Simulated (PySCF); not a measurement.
PBE0-D3(BJ)/def2-TZVP geometry optimisation, gas phase with PySCF 2.14 and geomeTRIC: RuF6, charge 0, multiplicity 3. Start (model start, shaken):

```
7

Ru    0.0000    0.0045   -0.0041
F    -0.0134   -0.0068    1.9051
F     0.0009    0.0201   -1.9274
F     1.9107    0.0073    0.0053
F    -1.9184   -0.0140   -0.0004
F     0.0104    1.8998   -0.0069
F    -0.0285   -1.9393   -0.0276
```

| step | E − E(start) / kcal mol⁻¹ | largest force / Eh bohr⁻¹ |
| --- | --- | --- |
| 0 | 0.00 | 0.06127 |
| 1 | -24.60 | 0.00732 |
| 2 | -24.49 | 0.00402 |
| 3 | -24.66 | 0.00294 |
| 4 | -24.67 | 0.00357 |
| 5 | -24.69 | 0.00253 |
| 6 | -24.68 | 0.00305 |
| 7 | -24.69 | 0.00163 |
| 8 | -24.70 | 0.00036 |

The optimisation met its thresholds. End point:

```
7

Ru   -0.0052   -0.0039   -0.0076
F    -0.0158   -0.0178    1.7904
F     0.0036    0.0099   -1.8059
F     1.8066    0.0124   -0.0086
F    -1.8171   -0.0207   -0.0067
F     0.0190    1.8075   -0.0019
F    -0.0293   -1.8158   -0.0156
```

Metal–donor distances, start → end: F2 1.909 → 1.798 Å, F3 1.923 → 1.798 Å, F4 1.911 → 1.812 Å, F5 1.919 → 1.812 Å, F6 1.895 → 1.811 Å, F7 1.944 → 1.812 Å.

No frequencies were computed, so the end point may be a saddle point.

The job took 13 min on one thread of Arm Neoverse N1 (shared host), with 226 basis functions and a peak of 0.93 GiB, launched as `OMP_NUM_THREADS=1 python lf_run.py task.json out`.
